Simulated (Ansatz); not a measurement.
[GeF3]- (GeF3⁻) was relaxed with r2SCAN-D4 (def2-TZVPD) in Ansatz in these states: charge -1 singlet, neutral doublet. The geometries follow in no particular order.

A:

```
atom   x (Å)   y (Å)   z (Å)
 Ge1  -0.194  -0.271  -0.633
  F2   1.435  -0.614   0.091
  F3  -1.121  -0.636   0.886
  F4  -0.120   1.521  -0.344
```

B:

```xyz
4

Ge    0.478    0.140   -0.005
F    -0.605    1.480    0.001
F     0.075   -0.805    1.379
F     0.051   -0.814   -1.375
```

Task: Judge from the bond lengths which geometry belongs to which state (an estimate).

Result: A is the charge -1 singlet (Ge1–F2 1.816 Å, Ge1–F3 1.816 Å, Ge1–F4 1.816 Å); B is the neutral doublet (Ge1–F2 1.723 Å, Ge1–F3 1.723 Å, Ge1–F4 1.723 Å).
